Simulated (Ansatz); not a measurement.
def2 core potentials replace the inner electrons of Sn.

Species: CH₃Cl₃Sn, SMILES `[CH3][Sn]([Cl])([Cl])[Cl]` (charge 0, multiplicity 1).

Question: Give a relaxed geometry from PBE0-D3(BJ)/def2-SVP run with Ansatz (an electronic-structure program).

Answer: the end point of this relaxation (outside a Z-matrix the atoms follow the SMILES, hydrogens last).
Bonded distances (Å): C1–Sn2 2.123, C1–H6 1.098, C1–H7 1.098, C1–H8 1.098, Sn2–Cl3 2.334, Sn2–Cl4 2.334, Sn2–Cl5 2.334. Angles (°): Sn2–C1–H6 108.5, Sn2–C1–H7 108.5, Sn2–C1–H8 108.5, H6–C1–H7 110.5, H6–C1–H8 110.5, H7–C1–H8 110.5, C1–Sn2–Cl3 112.0, C1–Sn2–Cl4 112.0, C1–Sn2–Cl5 112.0, Cl3–Sn2–Cl4 106.9, Cl3–Sn2–Cl5 106.9, Cl4–Sn2–Cl5 106.9.
